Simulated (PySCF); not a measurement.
Exercise with solution: oscillator strength and radiative lifetime

Si(Cl)(OH)(NH2)2 (ClH5N2OSi), SMILES N[Si](N)(O)Cl.

Geometry: PBE0-D3(BJ)/def2-SVP. This is a generated structure with no PubChem entry under its InChIKey; it may be hypothetical. The values are those of a single conformer.

PySCF with TDDFT-PBE/def2-SVPD puts the first singlet state with f over 0.02 at 5.86 eV (vertical), with the transition dipole (0.005, 0.335, 0.245) in atomic units.

Task: Find the oscillator strength, the wavelength and the radiative lifetime that this transition would have in vacuum if emission retraced absorption.

Result: 
|μ|² = 0.1723 au, so |μ| = 1.05 D. ΔE = 5.86/27.211 = 0.2154 hartree. f = (2/3) ΔE |μ|² = 0.025 (the program prints 0.025).
λ = 1239.84/5.86 = 212 nm; ν = 47264 cm⁻¹.
Einstein's coefficient A = 0.6670 ν² f s⁻¹ (ν in cm⁻¹) = 3.7e7 s⁻¹, so τ = 1/A = 27 ns. This state is S2; the lower singlet has f = 0.015. The figure is the radiative limit of this one transition; relaxation, internal conversion, crossing to triplets and a medium change what is measured.
